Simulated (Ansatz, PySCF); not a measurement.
Breaking the Ga1–Cl2 bond in GaCl (multiplicity 1 held). Energies count from the point at 2.239 Å.


| level | energy at R = 8.956 Å (kcal/mol) | cost |
|---|---|---|
| R-HF/3-21G | 121.84 | - |
| R-HF/def2-TZVPP | 125.02 | - |
| U-HF/def2-TZVPP | 83.60 | - |
| R-PBE/def2-TZVPP | 96.30 | ×1 |
| U-PBE/def2-TZVPP | 91.76 | - |
| R-r2SCAN/def2-TZVPP | 104.50 | ×2 |
| U-r2SCAN/def2-TZVPP | 95.50 | - |
| R-B3LYP/def2-TZVPP | 104.06 | ×1 |
| U-B3LYP/def2-TZVPP | 93.79 | - |
| R-wB97X-V/def2-TZVPP | 130.86 | ×1 |
| U-wB97X-V/def2-TZVPP | 112.98 | - |
| R-MP2/def2-TZVPP | 134.17 | - |
| U-MP2/def2-TZVPP | 113.50 | - |
| R-SCS-MP2/def2-TZVPP | 132.65 | - |
| U-SCS-MP2/def2-TZVPP | 110.23 | - |
| U-CCSD/def2-TZVPP | 106.03 | - |
| U-CCSD(T)/def2-TZVPP | 108.78 | - |
| CASSCF(10,8)/def2-TZVPP | 100.42 | - |
| SC-NEVPT2 on CASSCF(10,8)/def2-TZVPP | 110.98 | - |
| FIC-NEVPT4(SD) on CASSCF(10,8)/def2-TZVPP | 108.39 | - |
| FIC-MRCISD on CASSCF(10,8)/def2-TZVPP | 107.98 | - |
| FIC-MRCISD+Q on CASSCF(10,8)/def2-TZVPP | 108.22 | - |

The rows run from 83.60 (U-HF/def2-TZVPP) to 134.17 kcal/mol (R-MP2/def2-TZVPP). In def2-TZVPP the value moves U-HF 83.60, U-MP2 113.50, U-CCSD 106.03, U-CCSD(T) 108.78, a shift of 25.18 from U-HF to U-CCSD(T). The 4 U-functionals in def2-TZVPP without D3 or D4 span 21.22, from U-PBE to U-wB97X-V.

R- and RO- levels are restricted; in cc, def2 and unpolarised 6-31G sets they are followed outwards from rest. Unrestricted levels (U-) break spin symmetry where that is lower. Active spaces are followed from rest. Curves can end on different states.

Correlated levels freeze the cores. Filled d and f shells under p-block atoms count as core. Rows in 3-21G carry no dispersion term and start afresh at each structure; the Pople sets are all-electron and without relativity.

Doubts at one or more of the structures used: a restricted determinant that unrestricted orbitals would lower (R-HF/3-21G, R-HF/def2-TZVPP, R-PBE/def2-TZVPP, R-r2SCAN/def2-TZVPP, R-B3LYP/def2-TZVPP, R-wB97X-V/def2-TZVPP, R-MP2/def2-TZVPP, R-SCS-MP2/def2-TZVPP); a spin-contaminated determinant (U-HF/def2-TZVPP, U-PBE/def2-TZVPP, U-r2SCAN/def2-TZVPP, U-B3LYP/def2-TZVPP, U-wB97X-V/def2-TZVPP, U-MP2/def2-TZVPP, U-SCS-MP2/def2-TZVPP, U-CCSD/def2-TZVPP, U-CCSD(T)/def2-TZVPP); the program's own flag: passed over end (SC-NEVPT2 on CASSCF(10,8)/def2-TZVPP).

Codes used: Ansatz (an electronic-structure program); PySCF for 3-21G rows. Each number belongs to the level named beside it.

Costs are rough ratios of core time to R-PBE/def2-TZVPP (about 3.0 s over the structures, on one shared machine); a dash marks a level with no comparable run of its own.
